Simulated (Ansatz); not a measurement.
C2H6S2Si, SMILES `C[SiH]1CSS1` at its PBE0-D4/def2-TZVP geometry, where that method's forces vanish. Charge 0, multiplicity 1.

```xyz
11

C    -1.2493    0.9950   -0.3331
Si   -0.3649   -0.4577    0.4143
C     1.5045   -0.2669    0.3698
S     1.6390   -1.1248   -1.2364
S    -0.1919   -2.1380   -0.9154
H    -2.3053    0.7626   -0.4875
H    -0.8068    1.2490   -1.2985
H    -1.1846    1.8659    0.3257
H    -0.9683   -0.8232    1.7248
H     2.0426   -0.8138    1.1456
H     1.8850    0.7521    0.2906
```

(1) What forces (eV/Å) does r2SCAN-D4/def2-TZVPP give on these atoms in Ansatz 0.2.0? (Best estimate.)

## Answers

(1) Ansatz gave: 
```
C1   0.009 -0.003  0.009
Si2 -0.039  0.025  0.035
C3   0.012  0.107  0.175
S4   0.179  0.020 -0.186
S5  -0.180 -0.183 -0.023
H6   0.017  0.021 -0.001
H7  -0.017  0.006  0.017
H8  -0.012 -0.004 -0.021
H9   0.005  0.008 -0.009
H10  0.012  0.010 -0.001
H11  0.014 -0.008  0.004
```
